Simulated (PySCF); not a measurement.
Ge(H)(OH) (GeH₂O), SMILES [GeH][OH] (connectivity only; charge and spin as stated), neutral, multiplicity 1. Heavy atoms are numbered as in [GeH:1][OH:3]. Hydrogens are named by the atom that carries them.

Coordinates come from a PBE0-D3(BJ)/def2-TZVP optimisation.

Method: ωB97X/def2-TZVPD in PySCF.

Mulliken values depend strongly on the basis, most of all with diffuse functions as here. ESP charges are fitted to the potential on shells at 1.4 to 2.0 van der Waals radii. Atomic charges (e), one atom of each kind:

```csv
atom,ESP fit,Mulliken,meta-Löwdin
Ge1 (GeH),0.26,0.29,0.49
H on Ge1,-0.10,-0.11,-0.14
O3 (OH),-0.56,-0.50,-0.69
H on O3,0.40,0.33,0.34
```
